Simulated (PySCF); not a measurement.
CHS, SMILES [CH][S] (connectivity only; charge and spin as stated), neutral, multiplicity 2.

The structure is a stationary point at B3LYP-D3(BJ)/def2-TZVPD.

Two levels are set side by side: PBE/def2-TZVPD (PySCF) and M06-2X/def2-TZVPD (PySCF). Same geometry, gas phase. Differences are taken from unrounded values.

```tsv
quantity	M06-2X	PBE	PBE minus M06-2X
α-spin orbital gap (eV)	5.39	1.10	-4.29
β-spin orbital gap (eV)	8.33	4.34	-3.99
dipole moment (D)	1.00	0.94	-0.06
mean polarisability (bohr³)	33.1	33.7	0.6
```

Rough cost on one machine, each run with all the roots and properties that it gave: M06-2X against PBE about 2 times.
